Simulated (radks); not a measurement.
Problem. Species: Ti II. Configuration: [Ar] 3d2 6d1 (not the ground configuration). Method: scalar-relativistic Kohn-Sham, r2SCAN, spin-unpolarised, spherical densities, finite nucleus; meta-GGA in the generalised Kohn-Sham scheme; Fermi nuclear charge, rms radius 3.5921 fm; computed with a radial shooting solver on a logarithmic mesh with Libxc functionals. Some entries of the table are withheld. Estimate them.

| orbital | occ. | eigenvalue (hartree) | <r> (bohr) |
|---|---|---|---|
| 1s | 2 | -180.1914 | 0.06960 |
| 2s | 2 | -20.51627 | 0.3239 |
| 2p | 6 | -17.01953 | 0.2895 |
| 3s | 2 | (1) | 1.008 |
| 3p | 6 | (2) | 1.084 |
| 3d | 2 | -0.63588 | 1.432 |
| 6d | 1 | -0.05965 | 18.65 |

Solution. 
(1) 3s eigenvalue (hartree): -2.89399
(2) 3p eigenvalue (hartree): -1.98126
